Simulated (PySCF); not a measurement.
## Broadened absorption spectrum of C3H6BNS

C₃H₆BNS.
Cartesian coordinates in Å at the PBE0-D3(BJ)/def2-SVP level; atoms count from 1:
```xyz
12
C3H6BNS angstrom
B      0.0559    0.0621    0.0031
C      1.6252    0.0373   -0.0430
H      1.9829    0.1341    1.0001
H      2.0399    0.8992   -0.5876
H      2.0477   -0.8952   -0.4430
C     -0.7696    1.3980    0.0232
H     -0.8781    1.7230   -1.0295
H     -0.2361    2.2118    0.5377
H     -1.7827    1.2945    0.4360
N     -0.6504   -1.1799    0.0247
C     -1.2596   -2.2055    0.0488
S     -2.0597   -3.5621    0.0804
```

Method used: TDDFT B3LYP/def2-SVPD, vertical, gas phase, core orbitals frozen in the response in PySCF.

Each state is given a Gaussian of 0.3 eV full width at half maximum, with ε(max) = 2.175×10⁸ f / Δν̃ (Δν̃ the width in cm⁻¹). The width is an assumption, not a result. The curve ends short of the highest state used, and states not computed would add to its high-energy end.

| E (eV) | ε (L mol⁻¹ cm⁻¹) |
| --- | --- |
| 3.36 | 0 |
| 3.44 | 0 |
| 3.52 | 0 |
| 3.59 | 0 |
| 3.67 | 0 |
| 3.75 | 0 |
| 3.83 | 0 |
| 3.91 | 0 |
| 3.99 | 0 |
| 4.07 | 0 |
| 4.15 | 0 |
| 4.23 | 0 |
| 4.31 | 0 |
| 4.39 | 6 |
| 4.47 | 50 |
| 4.55 | 302 |
| 4.63 | 1235 |
| 4.71 | 3402 |
| 4.79 | 6318 |
| 4.87 | 7911 |
| 4.94 | 6969 |
| 5.02 | 4165 |
| 5.10 | 1678 |
| 5.18 | 456 |
| 5.26 | 83 |
| 5.34 | 10 |
| 5.42 | 1 |
| 5.50 | 0 |
| 5.58 | 0 |
| 5.66 | 1 |
| 5.74 | 4 |
| 5.82 | 19 |
| 5.90 | 63 |
| 5.98 | 146 |
| 6.06 | 235 |
| 6.14 | 272 |
| 6.22 | 365 |
| 6.30 | 1426 |
| 6.37 | 5763 |
| 6.45 | 21007 |
| 6.53 | 51947 |
| 6.61 | 86676 |
| 6.69 | 97654 |
| 6.77 | 74717 |

Question: Locate the maxima and give the states behind the curve.

Answer: 254 nm (4.88 eV), ε about 7900, made up of S2 (100%); 186 nm (6.67 eV), ε about 98000, made up of S7 (98%) (ε in L mol⁻¹ cm⁻¹; maxima over ε = 5, shares over 10%). The states used: S1 3.81 eV (f 0.0000); S2 4.88 eV (f 0.088); S3 5.82 eV (f 0.0000); S4 6.05 eV (f 0.0003); S5 6.13 eV (f 0.0027); S6 6.65 eV (f 0.024); S7 6.67 eV (f 1.070); S8 7.01 eV (f 0.053); S9 7.13 eV (f 0.0004); S10 7.37 eV (f 0.013).

Question: Does any computed singlet lie in the visible range?

Answer: No computed singlet lies in the visible range (380 to 750 nm); the lowest, at 326 nm, stands 0.54 eV above its violet end (3.26 eV).

Question: On this curve, what absorbance would a 10⁻⁴ mol/L sample give at 254 nm over a 1 cm path?

Answer: 254 nm is 4.881 eV, where ε is about 7900 L mol⁻¹ cm⁻¹, so A = ε c l ≈ 0.79 (Beer–Lambert, with the gas-phase spectrum and the assumed width).

Question: Coming from long wavelengths, where does ε first pass 100 L mol⁻¹ cm⁻¹?

Answer: At about 276 nm (4.50 eV), 0.69 eV above S1.

Hardware: one thread, Arm Neoverse V1 (aarch64), no GPU, shared host. Cost: 22 s (grids of density and orbitals included), 0.78 GiB resident at most.
